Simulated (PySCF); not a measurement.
# Energy of Ru²⁺ (ruthenium, charge +2) between two integer charges

The 4d beta orbital of [Kr] 4d6 is emptied in steps (occupation f), with all orbitals relaxed, ending at [Kr] 4d5. Computed with PySCF 2.14 in x2c-TZVPall (8s6p6d1f, 63 functions), with scalar relativity by spin-free X2C-1e. The exact energy is a straight line in f; departures are measured from the line between the end points of the same method.

```json
{"f": "1", "UHF (eV)": "0.000", "LDA (eV)": "0.000", "PBE (eV)": "0.000"}
{"f": "0.8", "UHF (eV)": "0.217", "LDA (eV)": "-0.995", "PBE (eV)": "-0.966"}
{"f": "0.6", "UHF (eV)": "0.316", "LDA (eV)": "-1.501", "PBE (eV)": "-1.454"}
{"f": "0.4", "UHF (eV)": "0.307", "LDA (eV)": "-1.509", "PBE (eV)": "-1.459"}
{"f": "0.2", "UHF (eV)": "0.199", "LDA (eV)": "-1.011", "PBE (eV)": "-0.975"}
{"f": "0", "UHF (eV)": "0.000", "LDA (eV)": "0.000", "PBE (eV)": "0.000"}
```

Problem. For PBE, how does the orbital energy at f = 1 compare with the removal energy?

Solution. −ε = 22.645 eV against a total-energy difference of 28.653 eV. By Janak's theorem ε = ∂E/∂f, so the gap between them reflects the curvature. Along the path −ε is 25.012 (f = 0.8), 27.415 (f = 0.6), 29.848 (f = 0.4), 32.300 (f = 0.2) eV.

| method | E(f=0) − E(f=1) (eV) | −ε at f=1 (eV) | −ε at f=0.4 (eV) |
| --- | --- | --- | --- |
| UHF | 26.496 | 27.898 | 26.197 |
| LDA | 28.926 | 22.745 | 30.146 |
| PBE | 28.653 | 22.645 | 29.848 |

Reference removal energy between the ground levels: 28.47 eV (semi-empirical (NIST evaluation); NIST Atomic Spectra Database, ionization energies). The calculation has no spin-orbit coupling. The determinant left behind need not be the lowest term of the ion. UHF lacks correlation.
